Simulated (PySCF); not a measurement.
Species: C4H9O2Si (doublet state).
Z-matrix (Å and degrees, GFN2-xTB geometry), rows numbered from 1:
```
C 
C   1  1.4723
C   2  1.5337  1  112.76
C   3  1.5094  2  108.81  1    65.78
O   4  1.2027  3  124.22  2    67.51
O   4  1.3244  3  113.64  2  -111.43
Si  6  1.6651  4  121.65  3   177.28
H   1  1.0722  2  119.85  3  -177.27
H   1  1.0713  2  121.17  3     1.29
H   2  1.0999  1  110.16  3   121.41
H   2  1.1005  1  110.31  3  -122.39
H   3  1.0914  2  109.57  1  -175.90
H   3  1.0896  2  110.65  1   -54.76
H   7  1.4574  6  109.06  4    62.53
H   7  1.4563  6   97.68  4  -178.86
H   7  1.4574  6  108.95  4   -60.24
```

The hyperfine couplings belong to this conformer and change with its torsions.

As a line formula: `[CH2]CCC(=O)O[SiH3]` [radical].

Method: PySCF, UKS B3LYP, pcH-1 on C H O Si, non-relativistic, mean-field spin-orbit, GIAO. Isolated species at its GFN2-xTB geometry (one conformer only). A GFN2-xTB geometry isn't a minimum of the functional, and hyperfine couplings can be far from their values at a DFT geometry. No stability test was run, so a lower SCF solution isn't excluded.

Principal values of hyperfine tensors in MHz (contact, dipolar and spin–orbit terms together), for some of the nuclei:

```
atom  isotope       A1      A2      A3
 H11       1H   118.53  120.49  133.45
 H10       1H   109.52  111.67  124.41
  C1      13C     5.43    6.15  249.77
  H9       1H  -105.61  -65.30  -26.24
  H8       1H  -102.19  -63.40  -23.43
 H12       1H    -4.54   -4.22    0.77
 H13       1H    -4.53   -4.40    4.55
  C3      13C     0.09    0.40    2.65
```

Question: Give the isotropic coupling of each nucleus in MHz and in mT (g = 2.0026), and the anisotropic part.

Answer: a_iso = (A1 + A2 + A3)/3, Ti = Ai − a_iso; 1 mT corresponds to 28.030 MHz. The tensors hold a spin–orbit part: the run splits a_iso into a_FC + a_SO, and T includes its anisotropic share.

```tsv
atom	a_iso (MHz)	a_FC	a_SO	a_iso (mT)	T1	T2	T3
H11	124.16	124.16	0.00	4.430	-5.63	-3.67	9.30
H10	115.20	115.20	0.00	4.110	-5.68	-3.53	9.21
C1	87.12	87.22	-0.10	3.108	-81.68	-80.96	162.65
H9	-65.72	-65.73	0.01	-2.345	-39.90	0.42	39.48
H8	-63.01	-63.02	0.01	-2.248	-39.18	-0.40	39.57
H12	-2.66	-2.66	0.00	-0.095	-1.88	-1.56	3.43
H13	-1.46	-1.46	0.00	-0.052	-3.07	-2.94	6.01
C3	1.05	1.05	0.00	0.037	-0.96	-0.65	1.60
```

Question: What spin density at the nucleus of H10 lies behind its contact coupling (g_N = 5.58569)?

Answer: a_FC = (2μ0/3) gₑ μB g_N μN ρ(0)/(2S·h) = 800.24 MHz × g_N × ρ(0)/(2S), with ρ in bohr⁻³. With a_FC = 115.20 MHz and 2S = 1, ρ(0) = 0.02577 bohr⁻³. In magnitude that is 8.1 % of the 1/π = 0.318 of a free hydrogen atom.

Question: C2 (13C, g_N = 1.40482) isn't in the table. Its spin density at the nucleus is -0.03116 bohr⁻³. What is its contact coupling?

Answer: By the same relation, a_FC = -35.0 MHz. Its full tensor has the principal values -37.82, -33.84, -33.41 MHz.

Question: Name the largest traceless tensor T of the table and describe it.

Answer: C1: -81.7, -81.0, 162.6 MHz, axial, in the ratio −1:−1:+2, the form that spin in one p orbital centred on that nucleus gives.

Question: What first-order splitting does H11 cause when the field lies along A1, A2 or A3 of its tensor (g taken as isotropic, no quadrupole term)?

Answer: 2 lines (I = 1/2), spaced by |A_i|/(g × 13.996): 4.23, 4.30, 4.76 mT along the axes of A1, A2 and A3.
